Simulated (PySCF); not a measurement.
Compound: C5H7F2NO.
SMILES: `C/C(CC(F)F)=N\C=O`

The closed-shell SCF was solved with PySCF and density fitting under several settings on one GFN2-xTB geometry (grid level 2 and gas phase unless stated).

| settings | basis functions | SCF cycles | E (Eh) | HOMO (eV) | LUMO (eV) | dipole (D) |
| --- | --- | --- | --- | --- | --- | --- |
| PBE0/pcSseg-1 | 188 | 15 | -523.7802 | -7.50 | -1.19 | 3.68 |
| PBE0/def2-SVPD | 245 | 15 | -523.4755 | -7.64 | -1.29 | 3.80 |

Problem. Estimate the rows for these settings: (1) PW91/STO-3G; (2) KT3/pcSseg-1.

Solution. 
```csv
settings,basis functions,SCF cycles,E (Eh),HOMO (eV),LUMO (eV),dipole (D)
PW91/STO-3G,52,17,-517.1074,-2.43,0.76,2.49
KT3/pcSseg-1,188,19,-531.6324,-6.04,-2.17,3.45
```

Problem. Over all rows, what range does the HOMO–LUMO gap span?

Solution. From 3.19 eV (PW91/STO-3G) to 6.35 eV (PBE0/def2-SVPD). The functional of the narrowest has no exact exchange, that of the widest 25 % exact exchange.

Problem. Compare two rows with the functional PBE0: PBE0/pcSseg-1 and PBE0/def2-SVPD. Which energy is lower, and by how much?

Solution. PBE0/pcSseg-1 (188 functions) lies 0.3047 Eh or 191 kcal/mol below PBE0/def2-SVPD (245 functions). The smaller set gives the lower energy; the two sets aren't nested, so the variational bound doesn't order them by size.

Whole jobs, the steps after the SCF included, on one thread of an Arm Neoverse N1, no GPU, shared host:

```json
{"settings": "PBE0/pcSseg-1", "work after the SCF": "shieldings, charges and field gradients, density and orbital grids written", "wall time": "55 s", "peak memory": "0.83 GiB"}
{"settings": "PBE0/def2-SVPD", "work after the SCF": "6 singlets by full TDDFT, 2 Tamm–Dancoff triplets, polarisability, density and orbital grids written", "wall time": "92 s", "peak memory": "0.98 GiB"}
{"settings": "PW91/STO-3G", "work after the SCF": "spin–spin couplings from 9 perturbed nuclei, spin–dipole term for 2 of them", "wall time": "16 s", "peak memory": "0.46 GiB"}
{"settings": "KT3/pcSseg-1", "work after the SCF": "1 singlet by full TDDFT, 5 Tamm–Dancoff triplets, polarisability", "wall time": "62 s", "peak memory": "0.65 GiB"}
```

Cycle counts include a coarse-grid stage where the run had one. KT3 was designed for NMR shieldings or shifts; total energies of different functionals aren't comparable.

Conformer computed: `[CH3:1]/[C:2]([CH2:3][CH:4]([F:5])[F:6])=[N:7]\[CH:8]=[O:9]`: C1–C2–C3–C4 90°, C2–C3–C4–F5 174°, C2–N7–C8–O9 -82°.

One conformer stands for the species.
